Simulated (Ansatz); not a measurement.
GeH3F, singlet: at the end structure of a reaction step.

The input file, in.yaml:

```yaml
crystal:
  periodic: [false, false, false]
  atoms:
    - {symbol: Ge, position_ang: [-0.686925, -0.562290, -0.634361]}
    - {symbol: H, position_ang: [0.356891, 0.365582, 1.240523]}
    - {symbol: F, position_ang: [0.846957, -0.454447, -1.495535]}
    - {symbol: H, position_ang: [-0.887075, 1.029958, -0.511265]}
    - {symbol: H, position_ang: [0.370153, -0.378803, 1.400637]}
basis:
  gaussian: {orbitals: STO-3G}
hamiltonian: {xc: hf}
```

Launched with

```bash
ansatz run in.yaml --threads 2 --pin off --events-out ev --progress --plain --max-ram 4352MiB
```

Output of Ansatz 0.2.0:

```
Functional definition: HF
  name "HF"
  cite "Fock, Z. Phys. 61, 126 (1930) doi:10.1007/BF01340294"
  parent pbe
  exchange = exact_x
  correlation = 0
288 factors; integrals over basis functions are off by at most 3.7e-5 eV
mean field evaluation 1: about -58541.4616 eV, gradient 1.6e1 eV
mean field evaluation 2: about -58541.4916 eV, gradient 1.6e1 eV
mean field evaluation 4: about -58543.0974 eV, gradient 1.3e0 eV
mean field evaluation 8: about -58543.1136 eV, gradient 2.6e-2 eV
mean field -58543.11356592 eV, -2151.4197415999 hartree, gradient 2.6e-5 eV, S^2 0.000000; 0 other end points of the search recorded, 0 dependent functions left out
reference -58543.11356592 eV, -2151.4197415999 hartree; 22, 22 occupied and 4, 4 virtual orbitals, 288 factors
Total energy: -58543.11356592 eV, -2151.4197415999 hartree
```

The lines “mean field evaluation” count trial sets of orbitals through the whole run, from several starts and some on an approximate energy, so they need not fall steadily or lie above the final value.

The run took about 0.1 s on 2 CPU threads of an Arm Neoverse V2 (shared host).
